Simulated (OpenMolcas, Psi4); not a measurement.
## How methods differ on TaF5 (tantalum pentafluoride)

The species is TaF5 (6 atoms), meant as a singlet with charge 0. SMILES: `F[Ta](F)(F)(F)F`. Geometry: relaxed at PBE0-D4/def2-TZVP.

Each level gives the HOMO–LUMO gap (eV). The values are calculated.

```csv
level,kind,program,value (eV),CPU time
HF/def2-SVP (core potential),Hartree–Fock,Psi4,18.91,21 s
SVWN5/def2-SVP (core potential),LDA,Psi4,6.81,33 s
revPBE/def2-SVP (core potential),GGA,OpenMolcas,6.80,25 s
TPSS/def2-SVP (core potential),meta-GGA,OpenMolcas,7.02,33 s
B3LYP/def2-SVP (core potential),global hybrid,OpenMolcas,9.06,26 s
wB97X-V/def2-SVP (core potential),range-separated hybrid,Psi4,14.53,79 s
B2PLYP/def2-SVP (core potential),double hybrid,OpenMolcas,12.97,18 s
"DSD-PBEP86/def2-SVP (core potential, density fitting for correlation)",double hybrid,Psi4,15.32,11 s
```

The values span 6.80 to 18.91 eV. Orbital gaps aren't excitation energies, and those of double hybrids come from the SCF part alone; they tend to grow with the share of exact exchange. Times are those of the runs behind each value, whatever else they computed, on shared processors of several kinds: orders of magnitude only.
